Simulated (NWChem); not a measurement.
InPH$_{4}$; SMILES [InH2][PH2]

def2 effective core potentials on In; no spin-orbit coupling.

Question: Give the equilibrium geometry at PBE0/def2-SVP with def2 effective core potentials on In (NWChem) as a Z-matrix, with the point group.

Answer: point group Cs; any orientation.
```
In
H 1 1.7329
H 1 1.7331 2 122.36
P 1 2.5122 2 118.78 3 175.39
H 4 1.4287 1 94.19 2 44.76
H 4 1.4288 5 94.56 1 -94.47
```
